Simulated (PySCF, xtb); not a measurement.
CF3, SMILES F[C](F)F (connectivity only; charge and spin as stated), charge +1, multiplicity 1.

Harmonic wavenumbers (cm⁻¹) from GFN2-xTB (xtb 6.7.1) at its own minimum, in rising order: 495, 495, 624, 998, 1563, 1564.

Question: What does PBE-D3(BJ)/def2-TZVP (PySCF) give at its own minimum? (An estimate is asked for; the answer gives what the named calculation found.)

Answer: 566, 566, 765, 1010, 1607, 1607. Paired by order, the mean absolute difference is 64 cm⁻¹ and the zero-point energies are 8.2 and 8.8 kcal/mol.
